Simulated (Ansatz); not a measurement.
Two structures of SiH₄BrOF, singlet, reached by relaxing down either side of one saddle point (PBE0-D4/def2-TZVP). Energies are electronic, without zero-point energy. Program: Ansatz 0.2.0. Basis: def2-TZVPP and def2-QZVPP. Cores are frozen in the correlated methods. Filled d shells of the heavier atoms are correlated. The def2 sets are not built for correlating such inner shells, so the correlated values are less sure here. Extrapolation: Hartree–Fock as exp(−7.88 √X), correlation as X^−2.97. First:

Si1  (-0.611, -0.851, -0.301)
Br2  (1.625, -1.004, -0.574)
H3  (-1.234, -1.604, -1.405)
H4  (-0.861, -1.457, 1.025)
O5  (-1.080, 0.697, -0.416)
H6  (1.622, 1.082, 0.578)
F7  (1.153, 1.793, 0.963)
H8  (-0.613, 1.343, 0.129)
(Å)

Second:

```csv
atom,x (Å),y (Å),z (Å)
Si1,-0.9677,-0.2453,0.0748
Br2,3.7215,-0.4883,-0.5644
H3,-0.9281,-1.1555,-1.0822
H4,-1.8875,-0.6698,1.1537
O5,-1.3331,1.2312,-0.4996
H6,2.4499,-0.3655,0.0674
F7,0.4952,-0.2442,0.7400
H8,-1.5502,1.9374,0.1103
```

**Question.** Which bonds change from the first to the second?

**Answer.** SiH₃BrO ([OH][SiH2][Br]) + HF → SiH₃OF ([OH][SiH2][F]) + HBr; bonds formed: Si1–F7, Br2–H6; bonds broken: Si1–Br2, H6–F7.

**Question.** Give the saddle point's structure and its height above each. (To be estimated.)

**Answer.** By the calculation: 1.291 eV above the first and 1.613 eV above the second (CCSD(T) at an estimated basis limit (MP2 extrapolated from triple and quadruple zeta, plus CCSD(T) − MP2 in triple zeta)).
```csv
atom,x (Å),y (Å),z (Å)
Si1,-0.3934,-0.3612,-0.1239
Br2,2.0603,-1.2624,-0.3325
H3,-0.6291,-1.1610,-1.3344
H4,-0.5716,-0.9987,1.1890
O5,-1.4695,0.8376,-0.4135
H6,1.6741,0.3666,0.3308
F7,0.8513,1.0014,0.4903
H8,-1.5221,1.5778,0.1942
```

The T1 diagnostic stays at or below 0.011.

Labels in which every atom is bracketed show which atoms are joined, not bond orders.

For scale, one of the runs: CCSD(T)/def2-TZVPP, 208 basis functions (an equivalent command: `ansatz run in.yaml --threads 4`). Time: 98 s of wall clock on 4 CPU threads; the host was shared. Peak host memory: 2.9 GiB.
